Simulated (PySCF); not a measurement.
**Computed structure and properties of [Eu(NH3)]3+**

System: [Eu(NH3)]3+ (singlet in the valence; each metal's 4f electrons, 6 of them, lie in its core potential, out of spins and levels); start: template (C3v). Method: PySCF 2.14.0, RKS PBE0, Eu lcecp-1-SVP with ECP52, N def2-SVP, H def2-SVP; non-relativistic Hamiltonian with scalar-relativistic core potentials where named; density fitting; no spin-orbit coupling.

Input of the relaxation:

```python
mol = gto.M(atom='''
Eu     0.00000     0.00000    -0.26206
N     -0.00000    -0.00000     2.28294
H      0.93916     0.00004     2.68094
H     -0.46961     0.81332     2.68094
H     -0.46955    -0.81335     2.68094''',
    basis={'Eu': 'lcecp-1-SVP', 'N': 'def2-SVP', 'H': 'def2-SVP'},
    ecp={'Eu': 'lcecp-1-SVP'},
    charge=3, spin=0)
mf = dft.RKS(mol, xc='PBE0')
mf.grids.atom_grid = (50, 194)  # f atoms: unpruned, at least (60, 302)
mf = mf.density_fit()  # fitting sets: Eu AutoAux, N def2-universal-JKFIT, H def2-universal-JKFIT
mf.conv_tol = 1e-08; mf.max_cycle = 55
mf.kernel(dm0)  # dm0: converged density of the start geometry
# quasi-Newton relaxation in Cartesian coordinates to a largest gradient under 0.00045 Eh/bohr, steps kept in the point group
```

Run from Python with OMP_NUM_THREADS=2; the lines above give its settings. Where DIIS fails, smearing, a level shift and second-order steps follow.
It took 9.2 s on 2 threads of Arm Neoverse V1, with other jobs on the host, from the converged density of the start.

Course of the relaxation:

| step | energy above end (eV) | largest force component within the symmetry (eV/Å) |
| --- | --- | --- |
| 0 | 0.1616 | 2.525 |
| 1 | 0.0710 | 1.136 |
| 2 | 0.0174 | 0.452 |
| 3 | 0.0055 | 0.375 |
| 4 | 0.0001 | 0.079 |
| 5 | 0.0000 | 0.010 |
| 6 | 0.0000 | 0.002 |

Relaxed geometry (C3v):

```xyz
5

Eu    0.0000    0.0000   -0.1466
N     0.0000    0.0000    2.2086
H     0.9414    0.0000    2.6673
H    -0.4707    0.8153    2.6673
H    -0.4707   -0.8153    2.6673
```

```tsv
contact	Å
Eu1–N2 (NH3)	2.355
```

On the finer grid (75, 302):

The HOMO is -27.60 eV and the LUMO is -20.21 eV. The dipole about the centre of mass is 3.68 D. The set of Mulliken populations of Eu1 outside the core potential is s 2.08, p 6.05, d 0.38, f 0.02 and the D3(BJ) dispersion energy (not in the energies) is -0.058 eV.

```json
{"atom": "Eu1", "Mulliken (e)": "2.48", "Löwdin (e)": "2.40", "spin (e)": "0.00"}
{"atom": "N2", "Mulliken (e)": "-0.37", "Löwdin (e)": "0.01", "spin (e)": "0.00"}
{"atom": "H3", "Mulliken (e)": "0.30", "Löwdin (e)": "0.20", "spin (e)": "0.00"}
{"atom": "H4", "Mulliken (e)": "0.30", "Löwdin (e)": "0.20", "spin (e)": "0.00"}
{"atom": "H5", "Mulliken (e)": "0.30", "Löwdin (e)": "0.20", "spin (e)": "0.00"}
```

The 4f levels lie in the core potential and are missing. Their spin isn't counted.

On the grid (50, 194), as all that follows. Harmonic modes: a minimum; lowest 403 cm⁻¹ (negative: unstable), highest 3295 cm⁻¹, zero-point energy 1.004 eV.

Taking off one NH3 (charge 0, singlet; the rest: singlet) in vacuum, both parts rigid, costs 5.59 eV; the small basis without counterpoise inflates it. Parting with an electron moved from the ligand to the metal can be far cheaper, even downhill.

Rigid scan of NH3 along the line from its metal:

distance to N2 (Å), energy (eV) and a bar:
```
     2.06      0.627 ##############################
     2.16      0.242 ############
     2.26      0.053 ###
     2.36      0.000 
     2.46      0.041 ##
     2.56      0.144 #######
     2.76      0.459 ######################
```

One start shape was tried, so this needn't be the lowest isomer.

An lcecp potential fixes the number of 4f electrons, so in runs with it no electron can move into or out of that shell.
